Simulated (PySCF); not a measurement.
Species: C₈H₁₁PS.
Atom-mapped SMILES: `[CH3:1][S:2][c:3]1[cH:4][p:5][c:6]([CH3:7])[cH:8][c:9]1[CH3:10]`

Cartesian coordinates in Å at the GFN2-xTB level; atoms count from 1:
```xyz
21
C8H11PS angstrom
C      3.6389   -0.3059    0.5073
S      2.4575    0.8168   -0.2871
C      0.8604    0.1209    0.0695
C      0.7150   -0.9677    0.9002
P     -0.7775   -1.7466    1.3090
C     -1.9012   -0.7819    0.3972
C     -3.3571   -1.1455    0.4653
C     -1.5171    0.3003   -0.3767
C     -0.2235    0.7613   -0.5510
C      0.0289    1.9610   -1.4080
H      4.6179    0.0565    0.2082
H      3.4934   -1.3191    0.1433
H      3.5437   -0.2558    1.5886
H      1.5874   -1.4058    1.3647
H     -3.7212   -1.4445   -0.5180
H     -3.5163   -1.9696    1.1578
H     -3.9500   -0.2929    0.7957
H     -2.3042    0.8358   -0.8962
H      0.6829    1.7012   -2.2405
H      0.5340    2.7344   -0.8293
H     -0.9009    2.3638   -1.8005
```

NICS is the negative of the GIAO shielding at a point without a nucleus: at the ring centre (0) and 1 Å above and below it (1); zz is the component along the ring normal. Level: GIAO PBE0/pcSseg-1 (PySCF, non-relativistic, gas phase) on the GFN2-xTB geometry, one conformer.

Ring bond lengths (Å), with Mayer bond orders in brackets: C3–C4 1.377 (1.43), C4–P5 1.732 (1.30), P5–C6 1.739 (1.31), C6–C8 1.385 (1.37), C8–C9 1.384 (1.48), C9–C3 1.404 (1.31).

What do the NICS probes read (ppm)?

```tsv
ring	type	NICS(0)	NICS(1), two faces	NICS(1)zz, two faces	rms pucker (Å)	centre to ring atoms, mean (Å)
C3–C4–P5–C6–C8–C9	6-membered ring with P; formal bonds all aromatic	-7.2	-10.1 / -10.1	-23.8 / -23.9	0.01	1.50
```

What do they say, and how far can they be read as aromaticity?

- C3–C4–P5–C6–C8–C9: mean NICS(1)zz -23.9 ppm, shielded.

What does the geometric index give? HOMA takes Krygowski's 1993 parameters.

- C3–C4–P5–C6–C8–C9: HOMA 0.93; the largest term is that of P5–C6, α(R − Ropt)² = 0.20.
